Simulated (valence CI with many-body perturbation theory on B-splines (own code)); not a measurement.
## Mn¹¹⁺: key properties

Method: valence CI with perturbative core correlation (CI+MBPT): four valence electrons over a frozen Dirac-Fock core [Ne], radial functions for each j: 9 s, 9 p, 8 d, 6 f, 3 g, 1 h, with the one-electron correlation potential Σ1 (screened to all orders), the two-electron term Σ2, the three-electron term Σ3, Breit, model QED; selected single and double excitations, second order for the rest, scaled by the run's own slope (own B-spline code, finite nucleus).

No measured spectrum was set against this ion. As an estimate, levels of excited configurations hold to 0.05 to 0.15 % of their energy, terms of the ground configuration to about 0.5 %.

Rates and lifetimes use the calculated energies. Strong lines usually hold to 10 to 20 %, long lifetimes can be off by a factor of two.

**Question.** What is the ground level?

**Answer.** 3s2 3p2 3P_0, composition 94 % 3s2 3p2 3P + 3 % 3s2 3p2 1S.

**Question.** Name the longest-lived excited levels whose lifetime is computed, and their main decay.

**Answer.** 3s2 3p2 3P_2 at 15043 cm⁻¹ lives 166 ms, mostly by M1 to 3s2 3p2 3P_1; 3s2 3p2 3P_1 at 7224 cm⁻¹ lives 151 ms, mostly by M1 to 3s2 3p2 3P_0; 3s2 3p2 1D_2 at 42305 cm⁻¹ lives 10.8 ms, mostly by M1 to 3s2 3p2 3P_2. The lifetime of 3s2 3p 3d 3F°_4 is too uncertain to give, and may be longer.

**Question.** How well does LS coupling describe the low levels?

**Answer.** Among the lowest 20 levels the leading LS term, summed over configurations, holds 92 % on average. For single configurations the figures are 83 % in LS and 64 % in jj coupling. Terms mix most in the J = 2 level at 452670 cm⁻¹, where the leading one holds 49 %.

**Question.** How is the term 3P of the ground level split?

**Answer.** J = 0 at 0, J = 1 at 7224, J = 2 at 15043 cm⁻¹.

**Question.** What are the static dipole polarisabilities of the lowest levels?

**Answer.** 3s2 3p2 3P_0 0.415; 3s2 3p2 3P_1 0.418 (tensor 0.016); 3s2 3p2 3P_2 0.419 (tensor -0.027); 3s2 3p2 1D_2 0.418 (tensor 0.061) bohr³, of which the core gives 0.00680.
